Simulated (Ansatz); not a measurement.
(1) Predict a relaxed structure of pillar[5]arene methyl ether, `COc1cc2c(OC)cc1Cc1cc(OC)c(cc1OC)Cc1cc(OC)c(cc1OC)Cc1cc(OC)c(cc1OC)Cc1cc(OC)c(cc1OC)C2`, charge 0, singlet, at PBE-D4/def2-SVP (Ansatz).

Answers

(1) 
Cartesian coordinates in Å:
```
C -2.046 1.256 -5.604
O -0.736 1.413 -5.107
C -0.109 0.314 -4.565
C -0.720 -0.949 -4.436
C -0.048 -2.032 -3.846
C 1.274 -1.832 -3.382
O 1.869 -2.919 -2.803
C 3.186 -2.781 -2.323
C 1.891 -0.579 -3.529
C 1.218 0.504 -4.122
C 1.880 1.864 -4.215
C 1.733 2.640 -2.921
C 0.549 3.343 -2.639
C 0.373 4.023 -1.422
O -0.779 4.696 -1.086
C -1.824 4.732 -2.033
C 1.412 4.038 -0.463
C 2.590 3.325 -0.739
C 2.753 2.617 -1.943
O 3.873 1.877 -2.245
C 4.925 1.857 -1.305
C 1.233 4.747 0.865
C 0.793 3.784 1.950
C -0.559 3.421 2.078
C -0.976 2.486 3.040
O -2.272 2.080 3.205
C -3.256 2.629 2.359
C -0.033 1.899 3.917
C 1.317 2.261 3.786
C 1.740 3.182 2.808
O 3.054 3.545 2.619
C 4.027 3.003 3.484
C -0.487 0.859 4.914
C -0.839 -0.457 4.240
C 0.081 -1.085 3.385
C -0.229 -2.285 2.724
O 0.640 -2.947 1.898
C 1.764 -2.250 1.407
C -1.509 -2.865 2.875
C -2.423 -2.244 3.741
C -2.104 -1.058 4.429
O -2.966 -0.419 5.283
C -4.262 -0.944 5.440
C -1.900 -4.092 2.074
C -1.669 -3.955 0.581
C -0.903 -4.898 -0.121
C -0.609 -4.744 -1.489
O 0.135 -5.640 -2.213
C 0.684 -6.749 -1.542
C -1.078 -3.605 -2.182
C -1.857 -2.669 -1.484
C -2.175 -2.841 -0.126
O -2.949 -1.970 0.593
C -3.165 -0.676 0.074
C -0.719 -3.369 -3.640
H -2.097 0.501 -6.422
H -2.352 2.240 -6.008
H -2.765 0.955 -4.806
H -1.746 -1.114 -4.793
H 3.467 -3.761 -1.891
H 3.905 -2.525 -3.136
H 3.265 -2.000 -1.532
H 2.913 -0.403 -3.166
H 1.418 2.437 -5.041
H 2.955 1.735 -4.441
H -0.243 3.321 -3.399
H -2.205 3.712 -2.276
H -2.643 5.322 -1.579
H -1.511 5.221 -2.984
H 3.371 3.323 0.032
H 5.337 2.874 -1.116
H 5.723 1.223 -1.738
H 4.608 1.422 -0.329
H 0.474 5.544 0.752
H 2.189 5.218 1.162
H -1.275 3.880 1.383
H -3.339 3.734 2.472
H -3.057 2.404 1.285
H -4.217 2.164 2.652
H 2.041 1.799 4.472
H 4.999 3.434 3.178
H 3.836 3.269 4.549
H 4.086 1.892 3.407
H -1.378 1.219 5.463
H 0.319 0.696 5.660
H 1.055 -0.600 3.229
H 2.227 -2.903 0.643
H 2.516 -2.040 2.204
H 1.477 -1.285 0.929
H -3.421 -2.692 3.836
H -4.252 -1.978 5.857
H -4.789 -0.280 6.152
H -4.829 -0.963 4.480
H -2.972 -4.304 2.276
H -1.329 -4.976 2.429
H -0.499 -5.750 0.443
H -0.100 -7.406 -1.099
H 1.248 -7.328 -2.297
H 1.382 -6.445 -0.728
H -2.202 -1.777 -2.025
H -3.664 -0.098 0.875
H -2.208 -0.171 -0.191
H -3.823 -0.683 -0.827
H -1.636 -3.414 -4.264
H -0.052 -4.187 -3.972
```
 This is one stationary point.

Single mean-field runs in def2-SVP are fitted with def2-universal-jkfit.
